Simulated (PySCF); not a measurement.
**[CeF4]− at several levels of theory**

Computed with PySCF 2.14.0 (density fitting, no spin-orbit coupling) at the geometry relaxed with PBE0:

```xyz
5
[CeF4]− (singlet in the valence; each metal's 4f electrons, 1 of them, lie in its core potential, out of spins and levels)
Ce    0.0000    0.0000    0.0000
F     1.2573    1.2573    1.2573
F    -1.2573   -1.2573    1.2573
F     1.2573   -1.2573   -1.2573
F    -1.2573    1.2573   -1.2573
```

```
level                                    basis    state  HOMO (eV)  gap (eV)  charge on Ce1 (e)  population of f-type functions on Ce1 (polarisation alone where 4f lies in the core)  dipole about the centre of mass (D)  largest force component (eV/Å)
 PBE0    Ce lcecp-1-SVP with ECP47, F def2-SVP  singlet      -4.66      8.20               1.13                                                                                  0.10                                 0.00                            0.00
M06-L                                 the same  singlet      -2.96      6.84               1.27                                                                                  0.09                                 0.00                            0.14
 PBE0  Ce lcecp-1-TZVP with ECP47, F def2-TZVP  singlet      -5.03      8.46               1.58                                                                                  0.14                                 0.00                            0.14
```

In the lcecp rows the 4f levels are missing from HOMO and gap, and the state counts the valence alone.

Charges are Mulliken's, which hang on the basis. The relaxation used the grid (50, 194), these runs (75, 302) or, all-electron (x2c bases, spin-free X2C Hamiltonian), (99, 590).

Question: What does BP86 with Ce lcecp-1-SVP with ECP47, F def2-SVP give here?

Answer: state singlet, HOMO (eV) -2.80, gap (eV) 5.98, charge on Ce1 (e) 0.88, population of f-type functions on Ce1 (polarisation alone where 4f lies in the core) 0.10, dipole about the centre of mass (D) 0.00, largest force component (eV/Å) 0.11. Time: 3.3 s on 2 threads of Arm Neoverse V2, on a shared host, from an already converged density.

In the first row's basis the gap widens with exact exchange: 6.0 to 6.8 eV for BP86, M06-L (none); 8.2 eV for PBE0 (a fixed share).

An lcecp potential fixes the number of 4f electrons, so in runs with it no electron can move into or out of that shell.
